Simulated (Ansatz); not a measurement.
Reaction (redistribution): `NC(=O)[SiH](F)Cl` + `[OH][GeH2][CH2][SiH3]` → `F[SiH](Cl)C[SiH3]` + `N[C](=O)[GeH2][OH]`

Calculated with Ansatz (gas phase, PBE0-D4/def2-TZVP geometries, no zero-point term in ΔE). CCSD(T)/CBS is the MP2 limit (def2-TZVPP, def2-QZVPP) plus CCSD(T) − MP2 in def2-TZVPP, frozen cores. For Ge outer-core shells are correlated without core-valence functions, which leaves a few kJ/mol of doubt a bond. Scalar relativity is left out up to krypton. One conformer a species, not always the lowest.

`NC(=O)[SiH](F)Cl`:

Cartesian coordinates in Å:
```
N -0.343 1.467 0.478
C 0.571 0.520 0.184
O 1.774 0.703 0.195
Si -0.021 -1.228 -0.282
F -1.580 -1.359 0.046
Cl 0.237 -1.505 -2.278
H -1.327 1.264 0.472
H -0.032 2.395 0.722
H 0.722 -2.257 0.462
```

`[OH][GeH2][CH2][SiH3]`:

Cartesian coordinates in Å:
```
O -0.208 -1.188 -2.010
Ge -0.420 0.472 -1.392
C -0.731 0.403 0.537
Si 0.731 -0.246 1.501
H 0.563 -1.624 -1.640
H -1.641 0.996 -2.161
H 0.840 1.310 -1.700
H -1.604 -0.234 0.704
H -0.983 1.409 0.887
H 1.869 0.707 1.402
H 1.179 -1.550 0.934
H 0.405 -0.455 2.937
```

`F[SiH](Cl)C[SiH3]`:

```xyz
11

F     1.057   -1.172   -1.691
Si   -0.364   -1.138   -0.969
Cl   -0.961   -3.077   -0.712
C    -0.206   -0.277    0.651
Si    0.506    1.462    0.566
H    -1.320   -0.489   -1.888
H     0.414   -0.885    1.318
H    -1.205   -0.227    1.098
H     1.932    1.413    0.159
H    -0.252    2.270   -0.427
H     0.399    2.118    1.895
```

`N[C](=O)[GeH2][OH]`:

Cartesian coordinates in Å:
```
N 0.607 1.211 1.239
C -0.147 0.215 0.736
O -1.021 -0.343 1.374
Ge 0.116 -0.442 -1.141
O -1.118 -1.706 -1.200
H 1.323 1.658 0.697
H 0.449 1.518 2.187
H -0.175 0.642 -2.194
H 1.514 -1.047 -1.366
H -1.547 -1.706 -0.332
```

```
                species  CCSD(T)/CBS(def2) energy (Eh)
     `NC(=O)[SiH](F)Cl`                    -1018.50883
`[OH][GeH2][CH2][SiH3]`                    -2483.25458
    `F[SiH](Cl)C[SiH3]`                    -1179.52518
   `N[C](=O)[GeH2][OH]`                    -2322.24492
```

Q: Work out ΔE.

A: ΔE = (-1179.52518) + (-2322.24492) − (-1018.50883) − (-2483.25458) = -0.00669 Eh = -4.2 kcal/mol.

Largest T1 diagnostic among the species: 0.015.
